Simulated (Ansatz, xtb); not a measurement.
Spectroscopic constants of SiS-, multiplicity 2 (lowest of 2S+1 = 2, 4 at CCSD(T)/def2-TZVPP on PBE0 minima; our sources give no spin for the ground state, which may be another).

Seven points along R, fitted to fifth degree in 1/R; most abundant isotopes. Runs in def2 and cc sets follow the lowest solution found near the PBE0 minimum.

Cores are frozen in the correlated methods. CBS(a, b) extrapolates the correlation energy as X⁻³ and adds the Hartree–Fock energy of set b.

Codes used: Ansatz (Gaussian orbitals); xtb for the GFN methods. Each number belongs to the level named beside it. The GFN methods have no spin term and hold the electronic entropy of 300 K.

```tsv
level	r_e (Å)	ω_e (cm⁻¹)	ω_e x_e (cm⁻¹)
GFN2-xTB	2.093	576	4.2
r2SCAN/def2-TZVPP	2.036	(withheld)	2.4
B3LYP/def2-TZVPP	2.042	606	2.4
wB97M-V/def2-TZVPP	2.023	640	2.2
CCSD/aug-cc-pV(T+d)Z	2.032	624	2.3
CCSD/def2-TZVPP	2.033	633	2.3
CCSD(T)/aug-cc-pV(Q+d)Z	2.032	615	2.4
CCSD(T)/CBS(aug-cc-pV(T+d)Z, aug-cc-pV(Q+d)Z)	(withheld)	(withheld)	2.4
```

**Question.** Fill in the missing entries.

**Answer.** 
- CCSD(T)/CBS(aug-cc-pV(T+d)Z, aug-cc-pV(Q+d)Z), r_e (Å): 2.028
- CCSD(T)/CBS(aug-cc-pV(T+d)Z, aug-cc-pV(Q+d)Z), ω_e (cm⁻¹): 621
- r2SCAN/def2-TZVPP, ω_e (cm⁻¹): 616

Ansatz is a quantum-chemistry and plane-wave program.
